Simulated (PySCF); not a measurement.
Species: CH5BrSi.
Structure used (PBE0-D3(BJ)/def2-SVP), in Å, numbered top down from 1:
```xyz
8
CH5BrSi angstrom
C     -0.622    0.455    0.362
Si     1.200    0.055    0.444
Br     2.359    1.935    0.786
H     -0.959    0.921    1.300
H     -0.831    1.149   -0.466
H     -1.201   -0.468    0.201
H      1.689   -0.540   -0.833
H      1.509   -0.865    1.575
```

Theory: PySCF 2.14.0, PBE0-D3(BJ)/def2-SVP geometry optimisation, gas phase.

Take the most abundant isotopes and a rigid rotor. 

Q: Give the principal moments of inertia and the rotational constants in GHz.

A: Ia = 33.63, Ib = 202.75, Ic = 227.18 u·Å²; 505379 MHz·u·Å²/I gives 15027, 2493 and 2225 MHz, that is A = 15.027, B = 2.4926, C = 2.2245 GHz.

Q: Classify the top.

A: A near-prolate asymmetric top: κ = (2 × 2493 − 15027 − 2225)/(15027 − 2225) = -0.96.

Q: Is it planar, by Δ = Ic − Ia − Ib?

A: Not planar: Δ = Ic − Ia − Ib = -9.19 u·Å². For a rigid frame Δ = −2 Σ m c², so Σ m c² = 4.60 u·Å² lies off the ab plane, practically all of it from hydrogen. The atom farthest from that plane is 1.22 Å away.

Q: Give the other two planar moments, Paa and Pbb, and the rms extents of the mass along the axes.

A: Paa = Σ m a² = (Ib + Ic − Ia)/2 = 198.15 and Pbb = Σ m b² = (Ia + Ic − Ib)/2 = 29.03 u·Å². With the mass M = 123.93 u, the rms extents √(P/M) along a, b and c are 1.26, 0.48, 0.19 Å.

Q: Which lines would a microwave search look for?

A: The dipole components are |μa| = 1.99 D, |μb| = 0.18 D, |μc| = 0.00 D; the mirror of this Cs structure is the ab plane, so μc vanishes by symmetry and there are no c-type lines. Intensities carry the squares of the components, which stand as 1.00 : 0.01 (a : b). Some lines, for components of 0.1 D or more:

```tsv
type	branch	J(Ka,Kc)	MHz	lower level (cm⁻¹)
a	Q	2(1,1) ← 2(1,2)	804	0.881
a	Q	4(1,3) ← 4(1,4)	2681	1.951
a	R	1(0,1) ← 0(0,0)	4717	0.000
a	R	2(1,2) ← 1(1,1)	9166	0.575
b	Q	3(1,2) ← 3(0,3)	13492	0.943
a	R	3(0,3) ← 2(0,2)	14134	0.472
a	R	3(2,1) ← 2(2,0)	14168	2.163
a	R	4(0,4) ← 3(0,3)	18826	0.943
b	R	2(1,2) ← 1(0,1)	21701	0.157
a	R	5(0,5) ← 4(0,4)	23501	1.571
a	R	5(2,3) ← 4(2,2)	23661	3.266
b	Q	3(2,2) ← 3(1,3)	38814	1.340
b	R	2(2,1) ← 1(1,0)	47307	0.584
b	R	5(2,4) ← 4(1,3)	60251	2.040
b	Q	3(3,1) ← 3(2,2)	63347	2.634
b	R	4(3,2) ← 3(2,1)	82203	2.635
b	Q	5(4,2) ← 5(3,3)	88670	6.164
b	R	5(5,1) ← 4(4,0)	137607	8.335
```

Stationary, but not proved a minimum. No vibrational averaging or centrifugal distortion is included, and the geometry carries the error of its method. A rigid rotor knows nothing of internal rotation, which can split or shift real lines. Quadrupole hyperfine structure (79Br) is left out.
